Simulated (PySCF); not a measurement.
Molfile (atoms numbered from 1):
```
C7H16
     RDKit          3D

 23 22  0  0  0  0  0  0  0  0999 V2000
    2.5444   -0.3024   -0.5960 C   0  0  0  0  0  0  0  0  0  0  0  0
    1.0818    0.1102   -0.7255 C   0  0  0  0  0  0  0  0  0  0  0  0
    0.2535   -0.2226    0.5209 C   0  0  1  0  0  0  0  0  0  0  0  0
    0.6376    0.6833    1.6909 C   0  0  0  0  0  0  0  0  0  0  0  0
   -1.2682   -0.1635    0.2643 C   0  0  0  0  0  0  0  0  0  0  0  0
   -1.7496   -1.3663   -0.5468 C   0  0  0  0  0  0  0  0  0  0  0  0
   -1.7188    1.1298   -0.4120 C   0  0  0  0  0  0  0  0  0  0  0  0
    3.0449    0.2560    0.1906 H   0  0  0  0  0  0  0  0  0  0  0  0
    3.0721   -0.1141   -1.5286 H   0  0  0  0  0  0  0  0  0  0  0  0
    2.6231   -1.3633   -0.3677 H   0  0  0  0  0  0  0  0  0  0  0  0
    0.6571   -0.4091   -1.5862 H   0  0  0  0  0  0  0  0  0  0  0  0
    1.0308    1.1825   -0.9217 H   0  0  0  0  0  0  0  0  0  0  0  0
    0.4852   -1.2547    0.8117 H   0  0  0  0  0  0  0  0  0  0  0  0
    0.4826    1.7304    1.4405 H   0  0  0  0  0  0  0  0  0  0  0  0
    1.6831    0.5484    1.9545 H   0  0  0  0  0  0  0  0  0  0  0  0
    0.0382    0.4463    2.5675 H   0  0  0  0  0  0  0  0  0  0  0  0
   -1.7557   -0.2163    1.2455 H   0  0  0  0  0  0  0  0  0  0  0  0
   -1.4652   -2.2972   -0.0607 H   0  0  0  0  0  0  0  0  0  0  0  0
   -1.3272   -1.3582   -1.5489 H   0  0  0  0  0  0  0  0  0  0  0  0
   -2.8335   -1.3467   -0.6392 H   0  0  0  0  0  0  0  0  0  0  0  0
   -2.8056    1.1771   -0.4315 H   0  0  0  0  0  0  0  0  0  0  0  0
   -1.3543    2.0006    0.1257 H   0  0  0  0  0  0  0  0  0  0  0  0
   -1.3610    1.1768   -1.4373 H   0  0  0  0  0  0  0  0  0  0  0  0
  1  2  1  0
  2  3  1  0
  3  4  1  0
  3  5  1  0
  5  6  1  0
  5  7  1  0
  1  8  1  0
  1  9  1  0
  1 10  1  0
  2 11  1  0
  2 12  1  0
  3 13  1  1
  4 14  1  0
  4 15  1  0
  4 16  1  0
  5 17  1  0
  6 18  1  0
  6 19  1  0
  6 20  1  0
  7 21  1  0
  7 22  1  0
  7 23  1  0
M  END
```

Geometry: GFN2-xTB; GIAO shifts from PySCF, gas phase, non-relativistic, averaged over equivalent atoms.

At LC-wPBE/pcSseg-1 (199 basis functions, 56 s wall time on 1 thread of an AMD EPYC 7R13, shared host):
| atoms | δ (ppm) |
| --- | --- |
| C3 | 40.8 |
| C5 | 34.6 |
| C2 | 23.6 |
| C6 | 23.0 |
| C4 | 19.9 |
| C7 | 16.5 |
| C1 | 14.5 |
| H17 | 1.34 |
| H11 | 1.33 |
| H14/H15/H16 | 1.00 |
| H8/H9/H10 | 0.99 |
| H18/H19/H20 | 0.99 |
| H13 | 0.94 |
| H21/H22/H23 | 0.76 |
| H12 | 0.69 |

Shifts are taken against calculated references (same method and geometry level): ¹³C (σref 191.02), ¹H (σref 31.78) vs TMS.

Task: Estimate the result of repeating the calculation with PBE0/pcSseg-1.

Result: 
```csv
atoms,δ at PBE0/pcSseg-1,change
C3,44.4,+3.6
C5,38.0,+3.4
C2,25.4,+1.8
C6,23.9,+0.9
C4,20.5,+0.6
C7,16.8,+0.3
C1,15.4,+0.9
H17,1.44,+0.10
H11,1.44,+0.11
H14/H15/H16,1.02,+0.02
H8/H9/H10,1.01,+0.02
H18/H19/H20,1.01,+0.02
H13,1.02,+0.08
H21/H22/H23,0.77,+0.01
H12,0.73,+0.04
```

Chemical shifts δ = σref − σ; ¹³C (186.93 ppm) and ¹H (31.72 ppm) vs TMS, all at this level.

The largest change is at C3 (sp3 CH). Cost: 199 basis functions, 39 s wall time on 1 thread of an Intel Xeon Platinum 8375C, shared host. The order of the carbon signals is the same at both levels.
